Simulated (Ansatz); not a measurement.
`CC(C)[O][Ge][F]`. Charge 0, multiplicity 1. The geometry is a stationary point of PBE0-D4/def2-TZVP. It is one conformer, not always the lowest.

```xyz
13

C     0.027   -1.308   -0.445
C     0.073    0.192   -0.663
C     1.013    0.893    0.298
O    -1.235    0.756   -0.597
Ge   -2.461    0.877    0.660
F    -1.645    0.057    2.004
H    -0.675   -1.773   -1.140
H     1.014   -1.744   -0.615
H    -0.281   -1.539    0.577
H     0.410    0.386   -1.688
H     2.035    0.534    0.155
H     1.004    1.970    0.122
H     0.721    0.699    1.332
```

Problem. What is the dipole moment at PBE/def2-TZVPP? (Estimate.)

Solution. Ansatz gave: 1.00 D, with components (0.34, 0.16, -0.92) D in this frame, pointing from negative to positive charge.

Problem. And with r2SCAN, B3LYP, ωB97M-V? (Estimate.)

Solution. Ansatz gave: r2SCAN 1.04 D, B3LYP 0.99 D, ωB97M-V 0.94 D.

Problem. Give the Mulliken charges with PBE, ωB97M-V, B3LYP in def2-TZVPP. (An estimate is asked.)

Solution. Computed: 
| atom | PBE | ωB97M-V | B3LYP |
| --- | --- | --- | --- |
| C1 | -0.27 | -0.31 | -0.28 |
| C2 | 0.17 | 0.08 | 0.21 |
| C3 | -0.27 | -0.31 | -0.28 |
| O4 | -0.34 | -0.41 | -0.42 |
| Ge5 | 0.51 | 0.61 | 0.60 |
| F6 | -0.36 | -0.40 | -0.41 |
| H7 | 0.08 | 0.11 | 0.09 |
| H8 | 0.08 | 0.10 | 0.08 |
| H9 | 0.09 | 0.11 | 0.09 |
| H10 | 0.06 | 0.09 | 0.06 |
| H11 | 0.08 | 0.10 | 0.08 |
| H12 | 0.08 | 0.11 | 0.09 |
| H13 | 0.09 | 0.11 | 0.09 |

B3LYP here is the variant with VWN-RPA as its local correlation; programs differ in this.
